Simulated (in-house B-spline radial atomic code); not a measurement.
Results of a calculation; reference values are marked as such.
Zn at several levels of theory

Ground configuration [Ar] 3d10 4s2. All numbers come from an all-electron radial atomic-structure program (B-spline basis), all electrons, at the radial basis limit. Mean-field, RPA, GW and linear-response runs are scalar-relativistic (one-electron X2C), no spin-orbit coupling, without Breit or QED terms, open shells spin-polarised at highest spin; the many-body runs on Dirac-Hartree-Fock orbitals are four-component, and their energies hold both.

**Ionisation energy.** The reference is 9.394 eV (NIST, measured).

| method | value (eV) | minus reference (eV) |
| --- | --- | --- |
| minus the highest LDA VWN5 level | 6.22 | -3.18 |
| LDA VWN5, difference of total energies | 9.91 | +0.51 |
| minus the highest PBE level | 5.98 | -3.42 |
| PBE, difference of total energies | 9.59 | +0.20 |
| G0W0 on PBE | 9.41 | +0.02 |
| exact exchange + RPA on PBE | 9.75 | +0.35 |
| exact exchange + RPA + SOSEX on PBE | 9.22 | -0.17 |
| minus the highest r2SCAN level | 6.22 | -3.18 |
| r2SCAN, difference of total energies | 9.41 | +0.01 |
| minus the highest PBE0 level | 6.70 | -2.69 |
| PBE0, difference of total energies | 9.27 | -0.12 |
| G0W0 on PBE0 | 9.44 | +0.04 |
| minus the highest B3LYP (VWN-RPA) level | 6.69 | -2.71 |
| B3LYP (VWN-RPA), difference of total energies | 9.61 | +0.22 |
| minus the highest CAM-B3LYP level | 8.02 | -1.37 |
| minus the highest LC-wPBE level | 9.09 | -0.30 |
| minus the highest Hartree-Fock level | 8.12 | -1.27 |
| Hartree-Fock, difference of total energies | 7.78 | -1.62 |
| G0W0 on Hartree-Fock | 9.26 | -0.14 |
| MP2, difference of total energies | 9.34 | -0.05 |
| CI + MBPT for the two outer electrons | 9.20 | -0.19 |
| Dirac-Fock + self-energy with TDHF screening (4s1/2) | 8.77 | -0.62 |

(1) Which methods come closest, and which lies farthest off?

**Static dipole polarisability and C6** of two like species, by linear response:

| method | α (bohr³) | C6 (hartree·bohr⁶) |
| --- | --- | --- |
| LDA VWN5 | 36.19 | 257.8 |
| PBE | 38.28 | 278.8 |
| PBE0 | 40.76 | 301.3 |
| B3LYP (VWN-RPA) | 38.58 | 279.1 |
| CAM-B3LYP | 39.02 | 283.4 |
| LC-wPBE | 41.39 | 309.6 |
| TDHF | 50.85 | 402.6 |
| relativistic RPA (four-component TDHF) | 50.81 | 402.1 |

(2) What mean excitation energy do α and C6 imply in London's formula C6 = (3/4) α² ω?

(3) How do these compare with the recommended polarisability?

**Lowest terms** (eV, full linear response; a dash marks a state above the method's threshold or not assigned, «imaginary» a triplet instability of the closed-shell solution):

| method | 4s → 4p 3P | 4s → 4p 1P | 4s → 5s 3S |
| --- | --- | --- | --- |
| LDA VWN5 | 4.370 | 5.755 | - |
| PBE | 4.017 | 5.567 | - |
| PBE0 | 3.710 | 5.486 | 5.943 |
| B3LYP (VWN-RPA) | 4.081 | 5.583 | 6.055 |
| CAM-B3LYP | 3.945 | 5.598 | 6.289 |
| LC-wPBE | 3.344 | 5.491 | 6.411 |
| TDHF | 2.202 | 4.981 | 5.381 |
| BSE on G0W0@HF | 4.229 | 6.195 | 6.606 |
| CI + MBPT, average over J | 3.928 | 5.657 | 6.487 |
| measured, average over J (NIST) | 4.054 | 5.796 | 6.654 |

(4) Which methods give these terms best?

Run times on one thread of shared hosts: mean field, RPA, SOSEX and G0W0 on PBE, for the atom and its ion, 6.9 s (Arm Neoverse V1); TDDFT with PBE, 1.7 s (Intel Xeon Platinum 8488C (Sapphire Rapids)); G0W0 and BSE, 19 s (Intel Xeon Platinum 8488C (Sapphire Rapids)); CI + MBPT, 71 s (Intel Xeon 6975P-C); removal energies by the self-energy, 22 s (Arm Neoverse V1).

Results:

(1) Closest: r2SCAN, difference of total energies (+0.01 eV) and G0W0 on PBE (+0.02 eV). Farthest: minus the highest PBE level (-3.42 eV). The PBE level misses by -3.4 eV while the PBE energy difference misses by +0.20 eV: the semilocal potential lacks the −1/r tail and the energy is convex in the electron number, but total energies at whole numbers are far better.

(2) LDA VWN5: ω = 0.262 hartree; relativistic RPA (four-component TDHF): ω = 0.208 hartree. A method that puts the excitations lower gives a larger α and a smaller ω.

(3) The recommended value is 38.67 bohr³ (Schwerdtfeger and Nagle, table of static dipole polarizabilities (2023 update)). The methods run from -6 % to +31 %; B3LYP (VWN-RPA) is nearest (0 %).

(4) Mean absolute differences from the measured values, for methods that give all terms: CI + MBPT, average over J 0.14 eV; BSE on G0W0@HF 0.21 eV; CAM-B3LYP 0.22 eV; B3LYP (VWN-RPA) 0.28 eV; LC-wPBE 0.42 eV; PBE0 0.46 eV; TDHF 1.31 eV. Triplets fall as the share of exact exchange grows, since unscreened exchange drives the closed shell towards a triplet instability.
